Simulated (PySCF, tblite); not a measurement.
Species: C3H9NO3Si2.
Structure used (GFN2-xTB), in Å, numbered top down from 1:
```
atom  x, y, z in Å
C1    -3.4848   -0.3802    1.9524
C2    -2.8667   -0.2963    0.9264
Si3   -1.9285   -0.1522   -0.6685
O4    -2.1457   -1.4390   -1.6260
O5    -2.4276    1.1527   -1.5090
O6    -0.3683   -0.0324   -0.2770
Si7    1.0669   -0.7240   -0.5877
N8     2.0621   -0.0862    0.6496
C9     3.4735   -0.3537    0.7254
H10   -4.0231   -0.4583    2.8528
H11   -2.9136   -1.4672   -2.1899
H12   -2.2424    2.0240   -1.1727
H13    1.4387   -0.3578   -1.9630
H14    0.9937   -2.1741   -0.4250
H15    1.8122    0.7980    1.0655
H16    4.0701    0.3495    0.1321
H17    3.6575   -1.3544    0.3420
H18    3.8171   -0.3068    1.7609
```

Method: PBE0/pcSseg-1 in PySCF (dipole) on a GFN2-xTB geometry, gas phase.

Masses are those of the commonest isotopes; rigid-rotor values at the optimised geometry. The values belong to one conformer with, in the numbering `[CH:1]#[C:2][Si:3]([OH:4])([OH:5])[O:6][SiH2:7][NH:8][CH3:9]`, C2–Si3–O4–H 84°, C2–Si3–O5–H 68°, C2–Si3–O6–Si7 126°, Si3–O6–Si7–N8 -166°, O6–Si7–N8–C9 -176°.

**Question.** What are A, B and C (MHz)?

**Answer.** Ia = 253.96, Ib = 851.44, Ic = 958.28 u·Å²; 505379 MHz·u·Å²/I gives A = 1990, B = 593.6, C = 527.4 MHz.

**Question.** What kind of rotor is it?

**Answer.** A near-prolate asymmetric top. Ray's parameter κ = (2B − A − C)/(A − C) = -0.910; −1 is the prolate and +1 the oblate limit.

**Question.** Is it planar, by Δ = Ic − Ia − Ib?

**Answer.** Not planar: Δ = Ic − Ia − Ib = -147.12 u·Å². For a rigid frame Δ = −2 Σ m c², so Σ m c² = 73.56 u·Å² lies off the ab plane: 13.04 from hydrogen and 60.52 from heavier atoms. The atom farthest from that plane is 2.24 Å away.

**Question.** Predict some low-J microwave lines.

**Answer.** The dipole components are |μa| = 0.06 D, |μb| = 0.59 D, |μc| = 1.56 D. Intensities carry the squares of the components, which stand as 0.00 : 0.14 : 1.00 (a : b : c). Some lines, for components of 0.1 D or more:

| type | branch | J(Ka,Kc) | MHz | lower level (cm⁻¹) |
| --- | --- | --- | --- | --- |
| c | Q | 2(1,2) ← 2(0,2) | 1333 | 0.112 |
| c | Q | 1(1,1) ← 1(0,1) | 1396 | 0.037 |
| b | Q | 1(1,0) ← 1(0,1) | 1463 | 0.037 |
| b | Q | 2(1,1) ← 2(0,2) | 1531 | 0.112 |
| b | Q | 3(1,2) ← 3(0,3) | 1638 | 0.224 |
| b | R | 3(0,3) ← 2(1,2) | 2021 | 0.157 |
| b | R | 1(1,1) ← 0(0,0) | 2517 | 0.000 |
| c | R | 1(1,0) ← 0(0,0) | 2584 | 0.000 |
| c | Q | 3(2,2) ← 3(1,2) | 4091 | 0.279 |
| b | Q | 2(2,0) ← 2(1,1) | 4192 | 0.163 |
| b | Q | 3(2,2) ← 3(1,3) | 4488 | 0.265 |
| b | R | 3(1,3) ← 2(0,2) | 4595 | 0.112 |
| c | R | 3(1,2) ← 2(0,2) | 4992 | 0.112 |
| c | R | 2(2,0) ← 1(1,0) | 6500 | 0.086 |
| c | R | 2(2,1) ← 1(1,1) | 6563 | 0.084 |
| b | R | 2(2,0) ← 1(1,1) | 6566 | 0.084 |
| b | R | 3(2,2) ← 2(1,1) | 7552 | 0.163 |
| b | R | 3(2,1) ← 2(1,2) | 7762 | 0.157 |
| b | R | 3(3,1) ← 2(2,0) | 10509 | 0.303 |
| c | R | 3(3,0) ← 2(2,0) | 10510 | 0.303 |
| c | R | 3(3,1) ← 2(2,1) | 10512 | 0.303 |
| b | R | 3(3,0) ← 2(2,1) | 10512 | 0.303 |

**Question.** Estimate the classical rotational partition function at 25 K, 50 K and 298.15 K.

**Answer.** Point group C1, symmetry number σ = 1; q = (√π/σ)·√((kT/h)³/(ABC)), k/h = 20836.6 MHz/K: 26700 at 25 K, 75500 at 50 K, 1100000 at 298.15 K.

Its lowest GFN2-xTB frequency is 9i cm⁻¹, too small to tell a flat minimum from a shallow saddle. Constants of a rigid frame at the computed geometry: no zero-point averaging, no centrifugal distortion. A rigid rotor knows nothing of inversion at nitrogen or internal rotation, which can split or shift real lines. Quadrupole hyperfine structure (14N) is left out.
